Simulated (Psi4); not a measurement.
C2H2F (SMILES [CH-]=CF), charge -1, singlet, at a GFN2-xTB geometry (a gas-phase anion, which may not be bound at this level); MP2/cc-pVDZ (Psi4).

Here is a job for Psi4.
```
memory 2 GB

molecule mol {
-1 1
  C     0.122878    0.407303   -0.003319
  C     1.249493   -0.263763   -0.038910
  F    -1.127407   -0.313054    0.034463
  H    -0.196777    1.486590    0.007821
  H     2.109213    0.469661   -0.064611
}

set basis cc-pvdz
set reference rhf
set freeze_core true
set mp2_type conv
set scf_type pk
set puream true
set d_convergence 1e-8

energy('mp2')
print_variables()
```

Question: What does Psi4 print? Leave out banner, timings and long lists.

Answer: 
```
   => Loading Basis Set <=

    Name: CC-PVDZ
    Role: ORBITAL
    Keyword: BASIS

         ---------------------------------------------------------
                                   SCF
               by Justin Turney, Rob Parrish, Andy Simmonett
                          and Daniel G. A. Smith
                              RHF Reference
         ---------------------------------------------------------

  ==> Geometry <==

    Molecular point group: c1
    Full point group: C1

    Geometry (in Angstrom), charge = -1, multiplicity = 1:

       Center              X                  Y                   Z               Mass
    ------------   -----------------  -----------------  -----------------  -----------------
         C            0.190036578808     0.457364863241    -0.005335249996    12.000000000000
         C            1.316651578808    -0.213701136759    -0.040926249996    12.000000000000
         F           -1.060248421192    -0.262992136759     0.032446750004    18.998403162730
         H           -0.129618421192     1.536651863241     0.005804750004     1.007825032230
         H            2.176371578808     0.519722863241    -0.066627249996     1.007825032230

  Running in c1 symmetry.

  Rotational constants: A =      2.53486  B =      0.35265  C =      0.30958 [cm^-1]
  Rotational constants: A =  75993.18124  B =  10572.27643  C =   9281.07978 [MHz]
  Nuclear repulsion =   58.947194976658736

  Charge       = -1
  Multiplicity = 1
  Electrons    = 24
  Nalpha       = 12
  Nbeta        = 12

  ==> Algorithm <==

  SCF Algorithm Type is PK.
  DIIS enabled.
  MOM disabled.
  Fractional occupation disabled.
  Guess Type is SAD.
  Energy threshold   = 1.00e-08
  Density threshold  = 1.00e-08
  Integral threshold = 1.00e-12

  ==> Primary Basis <==

  Basis Set: CC-PVDZ
    Blend: CC-PVDZ
    Number of shells: 24
    Number of basis functions: 52
    Number of Cartesian functions: 55
    Spherical Harmonics?: true
    Max angular momentum: 2

  ==> Integral Setup <==

  Using in-core PK algorithm.
   Calculation information:
      Number of atoms:                   5
      Number of AO shells:              24
      Number of primitives:             76
      Number of atomic orbitals:        55
      Number of basis functions:        52

      Integral cutoff                 1.00e-12
      Number of threads:                 1

  Performing in-core PK
  Using 1900262 doubles for integral storage.
  We computed 45072 shell quartets total.
  Whereas there are 45150 unique shell quartets.

  ==> DiskJK: Disk-Based J/K Matrices <==

    J tasked:                  Yes
    K tasked:                  Yes
    wK tasked:                  No
    Schwarz Cutoff:          1E-12

  Minimum eigenvalue in the overlap matrix is 3.9586640651E-03.
  Reciprocal condition number of the overlap matrix is 9.5143228786E-04.
    Using symmetric orthogonalization.

  ==> Pre-Iterations <==

  SCF Guess: Superposition of Atomic Densities via on-the-fly atomic UHF (no occupation information).

   -------------------------
    Irrep   Nso     Nmo
   -------------------------
     A         52      52
   -------------------------
    Total      52      52
   -------------------------

  ==> Iterations <==

                        Total Energy        Delta E     RMS |[F,P]|

   @RHF iter SAD:  -175.23837599973416   -1.75238e+02   0.00000e+00
   @RHF iter   1:  -176.10969250491891   -8.71317e-01   8.54986e-03 ADIIS/DIIS
   @RHF iter   2:  -176.20038598262997   -9.06935e-02   4.31451e-03 ADIIS/DIIS
   @RHF iter   3:  -176.22516439062872   -2.47784e-02   6.86534e-04 ADIIS/DIIS
   @RHF iter   4:  -176.22670545368845   -1.54106e-03   3.61705e-04 ADIIS/DIIS
   @RHF iter   5:  -176.22712344684479   -4.17993e-04   1.10927e-04 ADIIS/DIIS
   @RHF iter   6:  -176.22720437400520   -8.09272e-05   3.47830e-05 DIIS
   @RHF iter   7:  -176.22721078430365   -6.41030e-06   8.06809e-06 DIIS
[...]
  @RHF Final Energy:  -176.22721103769408
    Total Energy =                       -176.2272110376940759
  DIE_IF_NOT_CONVERGED          => (empty)
[...]
  PARENT_SYMMETRY               => (empty)
  PCG_BETA_TYPE                 => (empty)
  PCG_CONVERGENCE               => (empty)
  PCG_MAXITER                   => (empty)
  PCM                           => (empty)
  PE                            => (empty)
  PRINT                         => (empty)
  PRINT_NOONS                   => (empty)
  PROPERTIES                    => (empty)
  PROPERTIES_ORIGIN             => (empty)
  PUREAM                        => TRUE            !
  QC_MODULE                     => (empty)
  RAS1                          => (empty)
  RAS2                          => (empty)
  RAS3                          => (empty)
  RAS4                          => (empty)
  RELATIVISTIC                  => (empty)
  RELAXED                       => (empty)
  REMP_A                        => (empty)
  RESTRICTED_DOCC               => (empty)
  RESTRICTED_UOCC               => (empty)
  RMS_MOGRAD_CONVERGENCE        => (empty)
  R_CONVERGENCE                 => (empty)
  SCF_TYPE                      => PK              !
  SCREENING                     => (empty)
  SCS_TYPE                      => (empty)
  SOCC                          => (empty)
  SOS_TYPE                      => (empty)
  SPIN_SCALE_TYPE               => NONE            !
  SS_SCALE                      => (empty)
  SYMMETRIZE                    => (empty)
  TPDM_ABCD_TYPE                => (empty)
  WFN                           => (empty)
  WFN_TYPE                      => OMP2            !
  WRITER_FILE_LABEL             => (empty)
  ZORA_BASIS_TOLERANCE          => (empty)
  ZORA_NR_DEBUG                 => (empty)
  ZORA_PRUNING_SCHEME           => (empty)
  ZORA_RADIAL_POINTS            => (empty)
  ZORA_SPHERICAL_POINTS         => (empty)

 ==============================================================================
 ==============================================================================
 ==============================================================================

                             MP2
                    Program Written by Ugur Bozkaya,
              Additional Contributions by J. P. Misiewicz

 ==============================================================================
 ==============================================================================
 ==============================================================================

	MO spaces per irreps...

	IRREP   FC    OCC   VIR  FV
	==============================
	   A     3     9    40    0
	==============================

	Cost of iabc is      0 MB
	Cost of abcd is     16 MB
	Switching to the incore algorithm for iabc..
	Switching to the incore algorithm for abcd..

	Computing MP2 energy using SCF MOs (Canonical MP2)...
	==============================================================================
	Nuclear Repulsion Energy (a.u.)    :    58.94719497665874
	SCF Energy (a.u.)                  :  -176.22721103769408
	REF Energy (a.u.)                  :  -176.22721103769408
	Alpha-Alpha Contribution (a.u.)    :    -0.05839312240136
	Alpha-Beta Contribution (a.u.)     :    -0.33870032352056
	Beta-Beta Contribution (a.u.)      :    -0.05839312240136
	Scaled_SS Correlation Energy (a.u.):    -0.03892874826757
	Scaled_OS Correlation Energy (a.u.):    -0.40644038822467
	SCS-MP2 Total Energy (a.u.)        :  -176.67258017418629
	SOS-MP2 Total Energy (a.u.)        :  -176.63365142591874
	SCSN-MP2 Total Energy (a.u.)       :  -176.43275482854688
	SCS-MP2-VDW Total Energy (a.u.)    :  -176.71914057420173
	SOS-PI-MP2 Total Energy (a.u.)     :  -176.70139149062285
	MP2 Correlation Energy (a.u.)      :    -0.45548656832328
	MP2 Total Energy (a.u.)            :  -176.68269760601734
	==============================================================================

  Variable Map:
  ----------------------------------------------------------------------------
[...]
  Array Variable Map:
  ----------------------------------------------------------------------------
[...]
[...]
```
